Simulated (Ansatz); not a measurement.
Vertical ionisation energy (eV) of eight silicon and germanium compounds: PBE beside CAM-B3LYP, computed with Ansatz (a quantum-chemistry and plane-wave program) for isolated molecules in the bases named; differences from unrounded values. The eight are the first of their class met in an unordered collection, after screening for sound electronic states; none was chosen by its value. Functionals give these values as differences of separate SCF runs (ΔSCF), EOM-CCSD as a root; each molecule has one DFT geometry for both levels.

| molecule | basis | CAM-B3LYP | PBE | difference |
|---|---|---|---|---|
| CH8FNOSi2, SMILES N[SiH2][Si@@H](O)CF | def2-SVPD | 9.04 | 8.46 | -0.59 |
| C3H10ClNSi, SMILES C[C@@H](N)[Si@H](C)Cl | def2-SVPD | 9.32 | 8.77 | -0.54 |
| Si(OH)2(SH)2 (H4O2S2Si), SMILES S[Si](O)(O)S | def2-SVPD | 10.06 | 9.38 | -0.67 |
| C2H8O2Si, SMILES C[Si@H](O)CO | def2-TZVPD | 9.74 | 9.19 | -0.55 |
| SiH₂Br₂, SMILES Br[SiH2]Br | def2-SVPD | 10.95 | 10.20 | -0.75 |
| N-methyl-N-silylmethanamine (C2H9NSi), SMILES CN(C)[SiH3] | def2-SVPD | 8.44 | 8.21 | -0.23 |
| CH₅ClO₂Si, SMILES C[Si](O)(O)Cl | def2-SVPD | 11.44 | 10.52 | -0.92 |
| CH3F3OSi, SMILES O[Si](F)(F)CF | def2-SVPD | 12.40 | 11.50 | -0.90 |

PBE lies below CAM-B3LYP in 8 and above it in 0 of the eight; the mean signed difference is -0.64 and the largest -0.92 eV.
